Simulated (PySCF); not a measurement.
Cartesian coordinates (Å):
```xyz
10

Sc    -0.1832     0.0213    -0.0749
N     -0.5281    -1.7548    -0.9086
H     -1.4382    -2.1373    -1.2002
H      0.1738    -2.4747    -1.1302
N      1.6767     0.5429     0.4125
H      1.9793     1.4269     0.8446
H      2.5276    -0.0207     0.2779
N     -1.6950     1.2720     0.2711
H     -1.6381     2.2087     0.6942
H     -2.6897     1.1071     0.0632
```
Charge 0, spin multiplicity 1.

Task: What is the computed dipole moment, HOMO, HOMO–LUMO gap, LUMO, charge on the central atom (Mulliken), charge on the central atom (meta-Löwdin) and total energy (PySCF with PBE-D3(BJ)/def2-TZVP // BP86-D3(BJ)/def2-SVP)?

Result: 
```
Quantity                                         Value
----------------------------------------  ------------
dipole moment                                   0.01 D
HOMO                                          -5.19 eV
HOMO–LUMO gap                                  3.39 eV
LUMO                                          -1.80 eV
charge on the central atom (Mulliken)           1.23 e
charge on the central atom (meta-Löwdin)        1.10 e
total energy                              -928.3387 Ha
```
